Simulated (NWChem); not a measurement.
**Basis-set convergence for H2OSn**

```xyz
4

Sn     0.1933     0.2418     0.0000
H      1.5324    -0.9835     0.0000
O     -1.2793    -1.1323     0.0000
H     -0.9612    -2.0464     0.0000
```
Charge 0, spin multiplicity 1.

Everything below was run with NWChem. The geometry was optimised at B3LYP/def2-SVP with def2 effective core potentials on Sn, a minimum by its harmonic frequencies. It is one conformer; others weren't searched.

Quantity: first vertical ionisation energy at the level G0W0@PBE.

Effective core potentials replace the inner electrons of Sn; spin-orbit coupling is left out. GW and range-separated runs recompute their integrals, the others keep them in memory, which bears on the times. The structure started from a generated list of species.

The cost column gives rough processor time relative to def2-SVP; each entry includes its own SCF.

| basis | functions | first vertical ionisation energy (eV) | relative cost |
|---|---|---|---|
| def2-SVP | 50 | ? | 1 |
| def2-SVPD | 71 | 8.57 | under 3 |
| def2-TZVP | 93 | ? | under 3 |
| def2-TZVPP | 109 | 8.84 | 4 |
| def2-TZVPD | 114 | 8.78 | 5 |
| def2-QZVP | 199 | ? | 30 |

**Question.** Complete the blanks.

**Answer.** 
- def2-SVP, first vertical ionisation energy (eV): 8.46
- def2-TZVP, first vertical ionisation energy (eV): 8.77
- def2-QZVP, first vertical ionisation energy (eV): 8.99
